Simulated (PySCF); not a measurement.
bromine (Br2), SMILES BrBr.

The structure is a stationary point at B3LYP-D3(BJ)/def2-TZVP.

These are TDA-PBE/def2-TZVPD (PySCF) values and carry that method's errors.

Vertical excitations; the highest root listed may be one member of a degenerate set. The molecule is in vacuum. State labels are in the subgroup D2h.

```json
[
 {"state": "S1", "symmetry": "B3u", "energy (eV)": "2.63", "λ (nm)": "471", "f": "0.001", "main pairs": "HOMO−1→LUMO (degenerate set)"},
 {"state": "S2", "symmetry": "B2u", "energy (eV)": "2.63", "λ (nm)": "471", "f": "0.001", "main pairs": "HOMO→LUMO (degenerate set)"},
 {"state": "S3", "symmetry": "B2g", "energy (eV)": "4.58", "λ (nm)": "271", "f": "0.000", "main pairs": "HOMO−2→LUMO (degenerate set)"},
 {"state": "S4", "symmetry": "B3g", "energy (eV)": "4.58", "λ (nm)": "271", "f": "0.000", "main pairs": "HOMO−3→LUMO (degenerate set)"},
 {"state": "S5", "symmetry": "B2g", "energy (eV)": "7.11", "λ (nm)": "174", "f": "0.000", "main pairs": "HOMO−1→LUMO+1 (degenerate set)"},
 {"state": "S6", "symmetry": "B3g", "energy (eV)": "7.11", "λ (nm)": "174", "f": "0.000", "main pairs": "HOMO→LUMO+1 (degenerate set)"},
 {"state": "S7", "symmetry": "B3u", "energy (eV)": "7.35", "λ (nm)": "169", "f": "0.046", "main pairs": "HOMO−1→LUMO+2 (degenerate set)"},
 {"state": "S8", "symmetry": "B2u", "energy (eV)": "7.35", "λ (nm)": "169", "f": "0.046", "main pairs": "HOMO→LUMO+2 (degenerate set)"},
 {"state": "S9", "symmetry": "Au", "energy (eV)": "7.66", "λ (nm)": "162", "f": "0.000", "main pairs": "HOMO−1→LUMO+3, HOMO→LUMO+4 (degenerate set)"},
 {"state": "S10", "symmetry": "B1u", "energy (eV)": "7.66", "λ (nm)": "162", "f": "0.000", "main pairs": "HOMO→LUMO+3, HOMO−1→LUMO+4 (degenerate set)"},
 {"state": "T1", "symmetry": "B2u", "energy (eV)": "1.89", "λ (nm)": "658", "f": "0", "main pairs": "HOMO→LUMO (degenerate set)"},
 {"state": "T2", "symmetry": "B3u", "energy (eV)": "1.89", "λ (nm)": "658", "f": "0", "main pairs": "HOMO−1→LUMO (degenerate set)"},
 {"state": "T3", "symmetry": "B2g", "energy (eV)": "3.85", "λ (nm)": "322", "f": "0", "main pairs": "HOMO−2→LUMO (degenerate set)"},
 {"state": "T4", "symmetry": "B3g", "energy (eV)": "3.85", "λ (nm)": "322", "f": "0", "main pairs": "HOMO−3→LUMO (degenerate set)"}
]
```
Triplets are in the Tamm–Dancoff approximation.
